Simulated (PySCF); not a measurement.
Molecular orbitals of InCl

PBE0 at R = 2.445 Å; PySCF, scalar-relativistic core potentials, basis sets In cc-pVDZ-PP with ECP28, Cl cc-pV(D+d)Z. State: ³Π (triplet), unpaired electrons σ ↑, π ↑, a second solution, started from another occupation. Only the outer orbitals are listed, counted within each symmetry, core potentials removing the inner ones.

```csv
spin,orbital,occ.,ε (eV),on In (%),main shells (%)
α,8σ,1,-11.86,51,"50 In s, 47 Cl p"
α,4π,1,-9.13,5,95 Cl p
α,4π,1,-9.13,4,96 Cl p
α,9σ,1,-8.79,61,"44 In s, 40 Cl p, 16 In p"
α,5π,1,-4.12,96,96 In p
α,5π,0,-2.44,97,96 In p
α,10σ,0,-0.57,95,85 In p
α,11σ,0,3.53,100,99 In s
β,8σ,1,-10.58,44,"54 Cl p, 39 In s"
β,4π,1,-8.97,4,96 Cl p
β,4π,1,-8.83,3,96 Cl p
β,9σ,0,-5.56,70,"58 In s, 30 Cl p, 11 In p"
β,5π,0,-1.52,97,97 In p
β,5π,0,-0.91,98,98 In p
```

Task: Which are the highest filled and the lowest empty level, where do they sit, and how wide is the gap?

Result: Highest filled α 5π at -4.12 eV (in %: 96 In p); lowest empty β 9σ at -5.56 eV (in %: 58 In s, 30 Cl p, 11 In p); the gap at PBE0 is -1.44 eV.

The bond order (Mayer) is 0.99, the ⟨S²⟩ is 2.005 and the charge on In (Mulliken, basis-dependent) is 0.26. The charge on In (Löwdin, basis-dependent) is 0.16 and the dipole moment (positive dipole means In(−)Cl(+)) is -2.60 D.

Spin–orbit coupling is left out. Counting both spins, an empty level lies below a filled one in this solution, because spin and occupation are held.
